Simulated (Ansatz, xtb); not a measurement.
# Relative energy of two isomers of C3H8B2

Structure X: `BC1(B)CC1`, a singlet. Structure Y: `B[C@@H]1C[C@H]1B`, a singlet. Both are isolated molecules in the gas phase, relaxed with B3LYP/def2-SVP; the shapes shown needn't be the lowest conformers.

X (Å):

```yaml
atoms:
  - { symbol: C, position_ang: [-1.2406, 1.1495, 0.7547] }
  - { symbol: C, position_ang: [0.1422, 1.4633, 0.0546] }
  - { symbol: C, position_ang: [-0.8597, 2.5174, 0.0586] }
  - { symbol: B, position_ang: [-1.2053, 1.1770, 2.2945] }
  - { symbol: B, position_ang: [-2.1883, 0.2512, -0.0625] }
  - { symbol: H, position_ang: [-1.9360, 0.4806, 2.9575] }
  - { symbol: H, position_ang: [-0.4295, 1.9117, 2.8675] }
  - { symbol: H, position_ang: [-2.9714, -0.4963, 0.4730] }
  - { symbol: H, position_ang: [-2.1574, 0.2855, -1.2740] }
  - { symbol: H, position_ang: [0.3344, 0.9136, -0.8703] }
  - { symbol: H, position_ang: [1.0006, 1.5409, 0.7268] }
  - { symbol: H, position_ang: [-1.4024, 2.7408, -0.8636] }
  - { symbol: H, position_ang: [-0.7361, 3.3681, 0.7336] }
```

Y (Å):

| atom | x (Å) | y (Å) | z (Å) |
| --- | --- | --- | --- |
| C | -1.4938 | 1.2201 | 1.2725 |
| C | -1.6264 | 0.3349 | 0.0670 |
| C | -0.6148 | 1.4383 | -0.0513 |
| B | -0.6297 | 0.8246 | 2.4793 |
| B | -0.9412 | 2.7673 | -0.7490 |
| H | 0.2174 | -0.0282 | 2.3478 |
| H | -0.7649 | 1.3610 | 3.5525 |
| H | -2.2893 | 1.9609 | 1.3985 |
| H | -2.5522 | 0.4272 | -0.5080 |
| H | -1.2333 | -0.6835 | 0.1356 |
| H | 0.4291 | 1.1292 | 0.0585 |
| H | -0.0680 | 3.5122 | -1.1235 |
| H | -2.0971 | 3.0840 | -0.9099 |

Energies in hartree; the thermal terms are from B3LYP/def2-SVP harmonic frequencies (ideal gas, rigid rotor, one conformer each, 298.15 K, 1 atm) and include the zero-point energy:

|  | X | Y |
| --- | --- | --- |
| E, CCSD(T)/def2-SVP | −168.106810 | −168.108712 |
| E, MP2/def2-SVP | −168.026070 | −168.027819 |
| E, MP2/def2-TZVPP | −168.331549 | −168.333034 |
| zero-point energy | 0.102122 | 0.102494 |
| H(298 K) − E | 0.109529 | 0.109935 |
| G(298 K) − E | 0.073913 | 0.073652 |

Correct the CCSD(T) difference for the basis set by the MP2 change, then work out ΔE, ΔE₀, ΔH and ΔG for X → Y in kcal/mol (1 Eh = 627.51 kcal/mol) and the equilibrium ratio [Y]/[X].

1. Differences Y − X: CCSD(T) −0.001902, MP2 in the small set −0.001749, MP2 in the large set −0.001485 Eh.
2. ΔE = −0.001902 + (−0.001485 − (−0.001749)) = −0.001638 Eh = −1.03 kcal/mol.
3. ΔE₀ = ΔE + ΔZPE = −0.001638 + (+0.000372) Eh = −0.79 kcal/mol.
4. ΔH = ΔE + (+0.000406) Eh = −0.77 kcal/mol.
5. ΔG = ΔE + (−0.000261) Eh = −1.19 kcal/mol, so ΔS = (ΔH − ΔG)/T = +5.9 J/(mol K).
6. kT = 0.9442 mEh, so K = [Y]/[X] = exp(−ΔG/kT) = exp(+2.01) ≈ 7.5.

Structure Y is favoured at this temperature. An error of 1 kcal/mol in ΔG would change K by a factor of 5.4. Mirror images and further conformers aren't counted.

As drawn, both hold the same kinds of bond in the same numbers.

Other levels gave ΔE = −3.6 (GFN2-xTB); −2.5 (HF/STO-3G, GFN2-xTB geometries); −1.9 (r2SCAN-D4/def2-SVP, GFN2-xTB geometries); −2.0 (B3LYP/def2-SVP); −1.3 (HF/def2-SVP); −1.1 (MP2/def2-SVP); −1.2 (CCSD(T)/def2-SVP) kcal/mol. The correlated steps freeze 5 core orbitals. Programs: Ansatz 0.2.0, xtb 6.7.1.
